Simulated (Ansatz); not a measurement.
Coupled-cluster diagnostics for Mg₃Al₃⁺, Ansatz.

Geometry of the singlet (PBE0-D4/def2-SVP):

| atom | x (Å) | y (Å) | z (Å) |
| --- | --- | --- | --- |
| Al1 | -1.0306 | 0.6511 | -0.9281 |
| Al2 | 0.0461 | -1.5246 | 0.1447 |
| Al3 | 0.9867 | 0.8740 | 0.7822 |
| Mg4 | -2.0384 | -1.8083 | -1.6214 |
| Mg5 | 2.1330 | -1.3486 | 1.9218 |
| Mg6 | -0.0968 | 3.1564 | -0.2992 |

Correlated methods freeze 18 core orbitals; core or outer-core shells of Mg are correlated, in sets that lack core-valence functions. The structure comes from a short search, and lower isomers may exist.

Task: Estimate the CCSD(T) correlation energy, the shares of MP2 and (T), T1 and the reference's ⟨S²⟩ for: charge 1, singlet, own geometry in def2-TZVPP; and the rough time on 4 threads of Intel Xeon on a shared host.

Result: 
```tsv
state	basis	correlation (eV)	MP2 share (%)	(T) share (%)	T1	⟨S²⟩ (pure)	wall time	remarks
charge 1, singlet, own geometry	def2-TZVPP	-24.566	93.8	5.3	0.015	0.00 (0.00)	3.4 min	restricted SCF unstable
```
Customary marks for T1 are 0.02 (closed shells), 0.045 (open shells) and about 0.05 (3d metals). T1 stays under 0.02 throughout.
